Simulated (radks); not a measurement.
Results of a calculation; reference values are marked as such.
Spherical quantum dot in the effective-mass picture: electrons in a well V = -V0 / (1 + exp((r - R)/a)) with V0 = 14.4, R = 3.56, a = 0.14, all in effective atomic units (hartree* = m*/eps^2 hartree, bohr* = eps/m* bohr), one dielectric constant everywhere. Level of theory: non-relativistic Kohn-Sham, LDA (Slater exchange, Perdew-Wang correlation), spin-polarised, spherical densities (a radial shooting solver with Libxc functionals). Levels are named by radial order and angular momentum (1s, 1p, 1d, 2s, ...), and open shells are averaged over m. Results are scaled to m* = 0.058 and eps = 8.5, for which hartree* = 21.84 meV and bohr* = 7.755 nm. Each electron was tried in the lowest free levels, single moves between levels near the top were tried too, and the lowest total energy was kept; such a search can miss a lower state. At N = 1 the Hartree and exchange-correlation terms need not cancel, so that row can carry a self-interaction error.

N	open shells	2S	addition energy mu(N+1) - mu(N) (meV)	e(HOMO) (meV)	rms radius (nm)
1	1s(up 1, down 0)	1	9.668	-301.79	14.75
2	none	0	15.58	-292.02	15.38
3	1p(up 1, down 0)	1	7.645	-276.57	16.38
4	1p(up 2, down 0)	2	7.805	-268.81	16.94
5	1p(up 3, down 0)	3	9.827	-260.97	17.34
6	1p(up 3, down 1)	2	7.463	-251.37	17.66
7	1p(up 3, down 2)	1	7.587	-243.82	17.92
8	none	0	16.66	-236.21	18.14
9	1d(up 1, down 0)	1	7.341	-219.70	18.42
10	1d(up 2, down 0)	2	7.367	-212.34	18.65
11	1d(up 3, down 0)	3	7.378	-204.96	18.85
12	1d(up 4, down 0)	4	7.381	-197.58	19.03
13	1d(up 5, down 0)	5	9.272	-190.20	19.19
14	1d(up 5, down 1)	4	7.199	-181.03	19.33
15	1d(up 5, down 2)	3	7.225	-173.81	19.46
16	1d(up 5, down 3)	2	7.239	-166.58	19.59
17	1d(up 5, down 4)	1	7.245	-159.34	19.70
18	none	0	17.95	-152.09	19.80
19	1f(up 1, down 0)	1	7.090	-134.22	19.92
20	1f(up 2, down 0)	2	7.094	-127.13	20.04
21	1f(up 3, down 0)	3	7.095	-120.03	20.14
22	1f(up 4, down 0)	4	7.093	-112.94	20.24
23	1f(up 5, down 0)	5	7.091	-105.85	20.33
24	1f(up 6, down 0)	6	7.087	-98.758	20.42
25	1f(up 7, down 0)	7	8.871	-91.673	20.50
26	1f(up 7, down 1)	6	6.985	-82.853	20.58
27	1f(up 7, down 2)	5	6.990	-75.865	20.65
28	1f(up 7, down 3)	4	6.992	-68.874	20.72
29	1f(up 7, down 4)	3	-	-61.881	20.79

All shells are closed at N = 2, 8, 18 (there: 1s2 1p6 1d10); the second difference of the energy has clear peaks (12 % above both neighbours; the first and last values, which can be the largest, are not judged, and half-filled shells can peak too) at N = 2, 5, 8, 13, 18, 25.
